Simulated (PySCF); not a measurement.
Harmonic spectrum computed at PBE in the def2-TZVP basis family (core potentials from Rb on, PySCF, no spin–orbit coupling):

| ω (cm⁻¹) | IR (km/mol, summed over degenerate members) | degeneracy |
| --- | --- | --- |
| 75 | 109 | 1 |
| 165 | 24.1 | 2 |
| 605 | 0.0 | 1 |
| 705 | 538 | 2 |

Question: Which molecule gave it? In each, all ligands are bound to the one heavy central atom.
A. SbF₃ (singlet)
B. ScF₃ (singlet)
C. LaF₃ (singlet)
D. BF₃ (singlet)

Answer: B. It has D3h symmetry with Sc–F 1.851 Å (×3).
